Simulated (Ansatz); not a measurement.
Ansatz (an electronic-structure program) job for H₅NO₃Si, SMILES N[Si](O)(O)O, CAM-B3LYP/def2-SVPD. Coordinates come from a ωB97X-D3(BJ)/def2-SVP optimisation. The geometry has at least one imaginary mode, so it is a saddle point at that level. Other conformers were not sampled.

Ansatz 0.2 input:
```yaml
crystal:
  periodic: [false, false, false]
  atoms:
    - {symbol: N, position_ang: [1.59124361, -0.58312845, -0.13895353]}
    - {symbol: Si, position_ang: [-0.01448123, 0.00949750, -0.01610025]}
    - {symbol: O, position_ang: [-0.02851492, 1.28261336, 1.05037713]}
    - {symbol: O, position_ang: [-0.61305448, 0.58234223, -1.44267274]}
    - {symbol: O, position_ang: [-1.00503659, -1.24008685, 0.44860616]}
    - {symbol: H, position_ang: [1.75618143, -1.43485005, -0.66620294]}
    - {symbol: H, position_ang: [2.34330499, 0.08086439, -0.29432038]}
    - {symbol: H, position_ang: [0.37303585, 1.12688414, 1.91017572]}
    - {symbol: H, position_ang: [-1.51206929, 0.92484947, -1.41735276]}
    - {symbol: H, position_ang: [-0.72357304, -1.74776368, 1.21529416]}
basis:
  gaussian:
    orbitals: def2-SVPD
hamiltonian:
  xc: {name: CAM-B3LYP}
```

Log of the run:

```
WARN ansatz: RAYON_NUM_THREADS=1 ignored (pool sized by the plan → 1); use --threads N
Functional definition: CAM-B3LYP
integrals: 0.10 GiB planned
1287 factors; their error is unknown
integrals: 0.13 GiB planned
543 factors; integrals over basis functions are off by at most 8.8e-6 eV
mean field: 0.92 GiB planned
mean field evaluation 1: about -15572.1697 eV, gradient 8.7e1 eV
mean field evaluation 2: about -15566.1699 eV, gradient 1.0e2 eV
mean field evaluation 4: about -15585.2720 eV, gradient 3.3e0 eV
mean field evaluation 8: about -15585.2900 eV, gradient 6.5e-2 eV
mean field evaluation 16: about -15585.3374 eV, gradient 1.9e-5 eV
mean field -15585.33741362 eV, -572.7505858294 hartree, gradient 1.9e-5 eV, S^2 0.000000; 0 other end points of the search recorded, 0 dependent functions left out
reference -15585.33755229 eV, -572.7505909256 hartree; 25, 25 occupied and 128, 128 virtual orbitals, 1287 factors
Total energy: -15585.33755229 eV, -572.7505909256 hartree
```

Self-consistency was reached.

Cost: about 7 core-seconds (a rough figure).
